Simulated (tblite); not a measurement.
ClCrO2 (SMILES [O]=[Cr](=[O])[Cl]), doublet, at a GFN2-xTB geometry (such geometries of metal compounds can be far from the true shape) (the multiplicity is a formal guess); GFN1-xTB (tblite).

The tblite input:
```
$ tblite run mol.xyz --method gfn1 --charge 0 --spin 1 --efield 0,0,0.1 --json tblite.json --no-restart

# file mol.xyz
4

Cr     0.19490206    -0.26222232     0.20462893
O      1.63014103    -0.61831480    -0.22364150
O     -0.49160131    -0.91348286     1.41900166
Cl    -0.81093925     1.09104218    -0.85141033
```

The log (banner, timings and long lists left out):

```
xTB calculator
 | screened Coulomb repulsion
 | Coulomb electrostatics
 |  * isotropic Klopman-Ohno-Mataga-Nishimoto electrostatics
 |  * onsite third-order electrostatics
 | DFT-D3(BJ) dispersion correction
 | Interactions (1)
 | [1] electric field

halogen bonding energy    0.0000000000000E+00 Eh
repulsion energy          9.1630834976339E-02 Eh
dispersion energy        -1.2479346036067E-03 Eh
interaction energy        0.0000000000000E+00 Eh
number of electrons       2.5000000000000E+01 e
integral cutoff           4.0000000000000E+01 bohr

------------------------------------------------------------
  cycle        total energy    energy error   density error
------------------------------------------------------------
      1     -11.73742985685  -1.1827813E+01   9.3939126E-01
      2     -18.75030131875  -7.0128715E+00   1.8665043E+00
      3     -14.28338390112   4.4669174E+00   5.2525005E-01
      4     -14.59465911128  -3.1127521E-01   6.4404641E-01
      5     -15.43107536002  -8.3641625E-01   1.4005897E-01
      6     -15.13913298599   2.9194237E-01   3.4017119E-01
      7     -15.44541618321  -3.0628320E-01   7.2937208E-02
      8     -15.44283789923   2.5782840E-03   7.4567692E-02
      9     -15.45114891775  -8.3110185E-03   4.7798908E-02
     10     -15.45492421963  -3.7753019E-03   2.7406887E-02
     11     -15.45692709608  -2.0028765E-03   1.0900096E-02
     12     -15.45728161594  -3.5451985E-04   4.5329992E-03
     13     -15.45734904955  -6.7433611E-05   4.1554184E-04
     14     -15.45734933102  -2.8147345E-07   2.8840022E-04
     15     -15.45734967169  -3.4066629E-07   3.0966699E-05
     16     -15.45734967297  -1.2846471E-09   4.1393235E-06
------------------------------------------------------------

electronic energy        -1.5547732573345E+01 Eh
total energy             -1.5457349672972E+01 Eh

Post processing:
 | Mayer-Wiberg bond orders

[Info] JSON dump of results written to 'tblite.json'
```
